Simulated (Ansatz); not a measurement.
The cluster KNa₄⁺, relaxed as a singlet with RKS PBE/def2-SVP in Ansatz, starting from the GFN1-xTB geometry. Force threshold 0.02 eV/Å.

The restricted singlet is unstable towards broken spin symmetry in Hartree–Fock (as tested in another run); at PBE/def2-SVP this wasn't settled. The structure comes from a short search, and lower isomers may exist.

Start:

```xyz
5

Na   -0.2138    0.8697    1.2655
Na    0.8535   -1.9743    3.3038
Na    0.6823   -2.4288    0.3121
Na   -1.1331    3.3302   -2.9029
K    -0.1889    0.2033   -1.9785
```

Estimate the energy that the relaxation releases and the steps that it takes.

16.0 kcal/mol, in 18 steps; 14 s on 4 threads of Arm Neoverse V2 on a shared host. The force fell under the threshold at step 12, but the optimiser went on and released 0.017 eV more. No frequencies were taken in this run, so the end may be a saddle point.

Does the start keep its bonding?

Bonds lost: Na3–K5 (atoms count from 1). Bonds formed: Na1–Na4 (atoms count from 1).

Predict the relaxed structure.


```xyz
5

Na   -0.0075   -0.0749   -0.0039
Na    0.6261   -0.6453    3.5019
Na    0.7702   -3.2765    1.6139
Na   -1.0417    3.0562   -1.0289
K    -0.3471    0.9405   -4.0831
```
Bond lengths (bridged metal pairs left out): 4 × Na–Na 3.24 to 3.67 Å; 2 × K–Na 3.78 to 4.22 Å.
